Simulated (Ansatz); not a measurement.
```yaml
crystal:
  periodic: [false, false, false]
  atoms:
    - {symbol: N, position_ang: [0.327569, 1.298740, -0.840498]}
    - {symbol: C, position_ang: [0.373077, 0.412634, 0.069585]}
    - {symbol: O, position_ang: [1.252489, 0.576175, 1.080379]}
    - {symbol: Al, position_ang: [-0.766683, -1.213666, 0.117795]}
    - {symbol: H, position_ang: [-0.367274, 1.073196, -1.547212]}
    - {symbol: H, position_ang: [1.724937, 1.408030, 0.909219]}
    - {symbol: H, position_ang: [-1.765416, -1.312522, -1.108465]}
    - {symbol: H, position_ang: [-0.686599, -2.299687, 1.263297]}
basis:
  gaussian: {orbitals: def2-TZVPD}
hamiltonian: {xc: {name: HF}}
correlation: {method: ccsd, electrons: outside_noble_gas}
```

```sh
$ ansatz run in.yaml --threads 2 --pin off --events-out ev --progress --plain --max-ram 4352MiB
```

It prints (some lines left out):

```
Functional definition: HF
1301 factors; integrals over basis functions are off by at most 8.8e-4 eV
mean field evaluation 1: about -11193.3475 eV, gradient 3.9e1 eV
mean field evaluation 2: about -11193.4434 eV, gradient 3.9e1 eV
mean field evaluation 4: about -11196.8410 eV, gradient 3.8e0 eV
mean field evaluation 8: about -11196.9065 eV, gradient 4.2e-1 eV
mean field evaluation 16: about -11196.9083 eV, gradient 1.5e-6 eV
mean field -11196.90831482 eV, -411.4787910325 hartree, gradient 1.5e-6 eV, S^2 0.000000; 0 other end points of the search recorded, 0 dependent functions left out
8 core orbitals not correlated: weight in the atoms' cores, before any rotation towards them, 1.000 or more for the frozen orbitals, at most 0.000 for the correlated occupied ones
reference -11196.90831482 eV, -411.4787910325 hartree; 11, 11 occupied and 174, 174 virtual orbitals, 1301 factors
second order -18.24667142 eV of doubles, -0.00000000 eV of singles
cycle   1  -18.28329128 eV  change   -3.7e-2 eV  update   1.1e-1
cycle   2  -18.81401459 eV  change   -5.3e-1 eV  update   3.4e-2
cycle   3  -18.94544765 eV  change   -1.3e-1 eV  update   1.8e-2
cycle   4  -18.93035731 eV  change    1.5e-2 eV  update   4.6e-3
cycle   5  -18.92923327 eV  change    1.1e-3 eV  update   2.2e-3
cycle   6  -18.93031297 eV  change   -1.1e-3 eV  update   6.6e-4
cycle   7  -18.92993993 eV  change    3.7e-4 eV  update   2.9e-4
cycle   8  -18.92981805 eV  change    1.2e-4 eV  update   1.1e-4
cycle   9  -18.92985280 eV  change   -3.5e-5 eV  update   5.1e-5
cycle  10  -18.92985734 eV  change   -4.5e-6 eV  update   2.2e-5
Total energy: -11215.83817215 eV, -412.1744504585 hartree
```

Hardware: 2 threads of an Arm Neoverse V1 on a shared host. Wall time 26 s, peak host memory 2.2 GiB.
